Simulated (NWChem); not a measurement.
BH$_{3}$Se; SMILES [SeH]B

```xyz
5

B      0.0022     1.5416     0.0000
H     -1.0747     2.0982     0.0000
H      1.0566     2.1353     0.0000
Se    -0.0679    -0.3650     0.0000
H      1.3977    -0.6186     0.0000
```
Atoms are numbered in this order, from 1.

Computed with NWChem. The geometry was optimised at PBE-D3(BJ)/def2-SVP. Vzz is the largest principal value of the second derivative of the potential at the nucleus (NWChem prints the opposite sign); η is the asymmetry. Non-relativistic.

Problem. Predict the results for CAM-B3LYP/def2-TZVP. Quantities: Vzz B1 (a.u.); η B1; Vzz Se4 (a.u.); η Se4.

Solution. The vzz B1 (a.u.) comes out as 0.503. The η B1 is 0.39. The vzz Se4 (a.u.) is 3.448 and the η Se4 comes out as 0.41.
